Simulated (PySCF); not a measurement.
Compound: C₇H₉O (doublet state).
Z-matrix (Å and degrees, GFN2-xTB geometry), rows numbered from 1:
```
C 
C   1  1.3505
C   2  1.5040  1  121.55
C   2  1.4184  1  121.47  3   179.93
C   4  1.4090  2  129.82  1   179.89
C   5  1.3581  4  108.70  2  -179.85
C   6  1.4922  5  107.61  4    -0.04
O   4  1.3711  2  120.28  1    -0.03
H   1  1.0744  2  120.87  3  -179.89
H   1  1.0751  2  121.59  3     0.02
H   3  1.0890  2  110.75  1  -120.36
H   3  1.0889  2  110.57  1   119.78
H   3  1.0864  2  110.12  1    -0.26
H   5  1.0719  4  124.69  2     0.29
H   6  1.0707  5  128.95  4   179.85
H   7  1.1011  6  113.11  5   118.87
H   7  1.1010  6  113.03  5  -118.82
```

The hyperfine couplings belong to this conformer and change with its torsions.

The species is `C=C(C)[C]1C=CCO1` [radical].

Theory: UKS B3LYP, pcH-1 on C H O, non-relativistic, mean-field spin-orbit, GIAO (PySCF 2.14.0). Geometry: GFN2-xTB, one conformer, isolated molecule. The geometry wasn't refined by DFT: couplings that depend on bond lengths, twists or pyramidal angles can differ widely from those at the functional's own minimum. Stability of the SCF solution: not tested. ⟨S²⟩ is 0.781 where a pure state has 0.75.

Question: Where do the isotropic ENDOR lines of H16/H17, H15, H10, H9, H14 and H11/H12/H13 fall at 3341.4 mT, to first order?

Answer: ν± = |νn ± a/2|, one line for each electron-spin manifold; νn = |g_N| × 7.62259 MHz/T × B.

```json
{"nuclei": "H16/H17", "isotope": "1H", "g_N": "5.5857", "νn (MHz)": "142.27", "a_iso (MHz)": "90.90", "lower line (MHz)": "96.82", "upper line (MHz)": "187.72"}
{"nuclei": "H15", "isotope": "1H", "g_N": "5.5857", "νn (MHz)": "142.27", "a_iso (MHz)": "-30.40", "lower line (MHz)": "127.07", "upper line (MHz)": "157.47"}
{"nuclei": "H10", "isotope": "1H", "g_N": "5.5857", "νn (MHz)": "142.27", "a_iso (MHz)": "-25.43", "lower line (MHz)": "129.55", "upper line (MHz)": "154.98"}
{"nuclei": "H9", "isotope": "1H", "g_N": "5.5857", "νn (MHz)": "142.27", "a_iso (MHz)": "-24.40", "lower line (MHz)": "130.07", "upper line (MHz)": "154.47"}
{"nuclei": "H14", "isotope": "1H", "g_N": "5.5857", "νn (MHz)": "142.27", "a_iso (MHz)": "7.97", "lower line (MHz)": "138.28", "upper line (MHz)": "146.26"}
{"nuclei": "H11/H12/H13", "isotope": "1H", "g_N": "5.5857", "νn (MHz)": "142.27", "a_iso (MHz)": "-7.62", "lower line (MHz)": "138.46", "upper line (MHz)": "146.08"}
```

Question: Which pairs are centred on the nuclear Larmor frequency, and which on half the coupling?

Answer: Centred on νn, since |a| < 2νn: H16/H17, H15, H10, H9, H14 and H11/H12/H13. No pair has |a| > 2νn.

Means are taken over nuclei equivalent by connectivity, which assumes that they swap fast. The three 1H nuclei of mean -7.6 MHz run from -10.5 to -1.9 MHz in the frozen geometry.

Time: 64 s wall (grids of density and orbitals included); peak memory 0.97 GiB. Hardware: Arm Neoverse V2, one thread, shared host with 96 logical CPUs at a one-minute load of 22.
